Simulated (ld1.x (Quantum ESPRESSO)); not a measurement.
# What one change does to a pseudopotential (Be, TM)

ld1.x (Quantum ESPRESSO) 7.5 input, shortened:

```
&input
   title='Be', zed=4., rel=0, dft='PBESOL', iswitch=3,
   config='[He] 2s1 2p1'
 /
 &inputp
   pseudotype=2, tm=.true., lloc=0,
   nlcc=.true., rcore=0.90
 /
2
2P  2  1   1.00   0.00  4.20  4.20  0.0
2S  1  0   1.00   0.00  1.55  1.55  0.0
 &test
   configts(1)='2s1 2p1'
 /
```

Change: local potential all-electron potential smoothed inside 4.10 bohr (lloc = -1).

Cutoffs: the cutoffs (Ry, on a coarse ladder) from which the occupation-weighted sum of valence levels, in a spherical-Bessel basis at the reference potential, stays within 10 and 1 mRy of its value at 400 Ry; they do not see the model core or the augmentation charge, which bear on the density cutoff. Errors are all-electron minus pseudo energies relative to the spin-unpolarised reference configuration.

Question: What does the change do?

Answer: The potential gets neither clearly harder nor softer (8 Ry and 15 Ry → 8 Ry and 15 Ry); of the 5 tests that both files solve, the error grows in 2 and shrinks in 0 by more than 15 % and 0.3 meV (median size 25.1 → 25.2 meV); the range in which the s phases agree narrows (upper end 2.3 → 0.1); neither file shows a bound ghost.

| quantity | base | changed |
| --- | --- | --- |
| cutoff, loose | 8 Ry | 8 Ry |
| cutoff, tight | 15 Ry | 15 Ry |
| bound ghosts | none | none |
| error for 2s2 2p0, meV [ΔE -3.59 eV] | -23 | -21 |
| error for 2s1 2p0, meV [ΔE 5.86 eV] | +74 | +98 |
| error for 2s1.5 2p0, meV [ΔE 0.13 eV] | +16 | +19 |
| error for 2s0 2p2, meV [ΔE 3.62 eV] | -25 | -25 |
| error for 2s0 2p1, meV [ΔE 9.77 eV] | -67 | -71 |
| s: phases at 4.57 bohr within 0.05 rad from the reference energy up to (Ry; the scan ends near 5) | 2.3 | 0.1 |
| p: phases at 4.57 bohr within 0.05 rad from the reference energy up to (Ry; the scan ends near 5) | 0.4 | 0.3 |
